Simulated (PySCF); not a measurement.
A structure optimised at B3LYP-D3(BJ)/def2-SVP, used in a PySCF frequency run:

```
Mo
N 1 1.7249
H 2 1.0214 1 151.44
N 1 1.9209 2 105.65 3 128.39
H 4 1.0177 1 124.47 2 11.79
H 4 1.0192 5 111.62 1 169.14
S 1 2.1274 2 111.06 3 9.59
Cl 1 2.3051 2 108.99 3 -112.05
```
Charge 0, spin multiplicity 1.

Question: Write its SMILES and formula.

Answer: [NH]=[Mo]([NH2])(=[S])[Cl], ClH3MoN2S

Question: What are its rotational constants (standard atomic weights)?

Answer: 2.4490, 1.6884, 1.3935 GHz
